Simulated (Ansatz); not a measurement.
The same molecule with X = Ti, Zr, Hf. Ansatz, PBE0-D4/def2-TZVP geometries, multiplicity 1. Each molecule was computed in one conformer, which needn't be the lowest.

Elements past krypton have def2 core potentials. Scalar relativity is left out up to krypton.

```csv
X,molecule,mean X–N bond length / Å,mean X–O bond length / Å,HOMO–LUMO gap (PBE0/def2-TZVPP) / eV,LUMO energy (ωB97M-V/def2-TZVPP) / eV,LUMO energy (PBE0/def2-TZVPP) / eV
Ti,`C[NH][Ti]([OH])([NH]C)[NH]C`,1.890,1.817,5.70,1.29,-0.52
Zr,`C[NH][Zr]([OH])([NH]C)[NH]C`,2.045,1.945,6.25,1.06,0.11
```

Problem. Give the row for X = Hf, `C[NH][Hf]([OH])([NH]C)[NH]C`. (Best estimate.)

Solution. Ansatz gave: 
```
 X                       molecule  mean X–N bond length / Å  mean X–O bond length / Å  HOMO–LUMO gap (PBE0/def2-TZVPP) / eV  LUMO energy (ωB97M-V/def2-TZVPP) / eV  LUMO energy (PBE0/def2-TZVPP) / eV
Hf  `C[NH][Hf]([OH])([NH]C)[NH]C`                     2.045                     1.947                                  6.31                                   1.37                                0.22
```

From Ti to Hf the mean X–N bond length isn't monotonic: highest at Zr, lowest at Ti; the mean X–O bond length rises at each step, by 0.130 Å in all; the HOMO–LUMO gap (PBE0/def2-TZVPP) rises at each step, by 0.61 eV in all; the LUMO energy (ωB97M-V/def2-TZVPP) isn't monotonic: highest at Hf, lowest at Zr; the LUMO energy (PBE0/def2-TZVPP) rises at each step, by 0.74 eV in all.

Positive LUMOs are unbound, so they and the gaps depend on the basis.
